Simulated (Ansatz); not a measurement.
The cluster Al₄H₇⁻. Charge -1, multiplicity 1. Geometry PBE0-D4/def2-SVPD; atoms count from 1.

```xyz
11

Al   -0.264   -0.379   -0.207
Al    2.782    3.249    1.460
Al    1.093    1.595    0.409
Al   -2.067   -2.036   -1.193
H     1.420   -0.129   -0.299
H    -3.213   -2.083   -0.048
H     1.272    2.432    1.981
H    -1.239   -3.423   -1.354
H    -0.086    0.492    1.274
H    -2.549   -1.391   -2.597
H     2.852    1.673    0.573
```

The structure comes from a short search, and lower isomers may exist.

(1) Estimate the Mulliken populations from the PBE0/def2-TZVPD orbitals of Ansatz.

(2) And the Mayer bond orders between bonded heavy atoms (over 0.3)?

Answers

(1) 
```tsv
atom	charge (e)
Al1	0.03
Al2	-0.35
Al3	-0.09
Al4	0.13
H5	-0.04
H6	-0.17
H7	-0.05
H8	-0.18
H9	-0.03
H10	-0.18
H11	-0.05
```
Mulliken values and Mayer orders depend strongly on the basis. With diffuse functions, as here, like atoms can get unlike values, and bond orders can come out too low or too high.

(2) Al1–Al3 0.55 (2.47 Å); Al1–Al4 0.80 (2.64 Å).
